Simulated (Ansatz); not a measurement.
Mulliken charges of CH4AlClSe (`Cl[CH2][AlH][SeH]`) from PBE/def2-TZVPP in Ansatz (PBE0-D4/def2-TZVP geometry).

```csv
atom,x (Å),y (Å),z (Å),charge (e)
Cl1,-1.476,0.937,1.109,-0.155
C2,0.199,1.004,0.486,-0.255
Al3,0.697,-0.565,-0.600,0.379
Se4,-0.811,-2.269,-0.941,-0.189
H5,0.857,1.110,1.351,0.127
H6,0.289,1.928,-0.090,0.128
H7,2.139,-0.661,-1.243,-0.109
H8,-1.800,-1.542,-0.127,0.075
```

**Question.** By hand: the dipole of these point charges (1 e Å = 4.8032 D).

**Answer.** Σ q r = (0.373, 0.158, -0.059) e Å, of length 0.409 e Å = 1.96 D.

**Question.** How does the dipole of the full density compare? (Estimate.)

**Answer.** The calculation gave: (0.265, 0.194, 0.005) e Å, 1.58 D; the point charges give 1.24 times that, at 16° from its direction.

Point charges leave out the atoms' own dipoles, such as those of lone pairs, and Mulliken's split depends on the basis, so the two needn't agree.
